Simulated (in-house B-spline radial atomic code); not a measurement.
Se³⁺ is squeezed into an impenetrable sphere of radius R (the orbitals vanish at R). No spin polarisation. Computed with a B-spline radial code for spherical atoms: non-relativistic Hartree-Fock, average of configuration, point nucleus.

Energies in eV above the free ion in [Ar] 3d10 4s2 4p1:

| R (bohr) | highest level (eV) | [Ar] 3d10 4s2 4p1 | [Ar] 3d10 4s1 4p1 4f1 | [Ne] 3s2 3p5 3d10 4s2 4p1 4f1 | -dE/dV in [Ar] 3d10 4s2 4p1 (GPa) |
| --- | --- | --- | --- | --- | --- |
| 8.23 | -41.9 | 0 | 38.99 | 198.1 | 2.96e-05 |
| 5.59 | -41.9 | 0.01481 | 41.23 | 200.2 | 0.111 |
| 4.88 | -41.8 | 0.09854 | 43.35 | 202.2 | 0.931 |
| 4.22 | -41.5 | 0.5323 | 47.11 | 205.7 | 6.42 |
| 3.82 | -40.9 | 1.423 | 51.1 | 209.5 | 20.3 |
| 2.9 | -35.1 | 12.33 | 74.42 | 233 | 290 |
| 2.49 | -26.3 | 31.7 | 102.5 | 263.9 | 1020 |
| 2.38 | -22.4 | 40.98 | 114.3 | 277.4 | 1460 |
| 1.83 | 21.2 | 159.2 | 242.7 | 430.6 | 10800 |
| 1.58 | 71.8 | 318.8 | 397.3 | 619.4 | 32100 |

Question: Does [Ar] 3d10 4s1 4p1 4f1 fall below [Ar] 3d10 4s2 4p1 under compression?

Answer: No, it stays above over the whole range.

Question: Does [Ne] 3s2 3p5 3d10 4s2 4p1 4f1 fall below [Ar] 3d10 4s2 4p1 under compression?

Answer: No, it stays above over the whole range.

The highest level is first positive in the row R = 1.83 bohr, pushed up by confinement above the zero of the free ion's potential. Each configuration is held fixed and needn't be the lowest in the sphere.
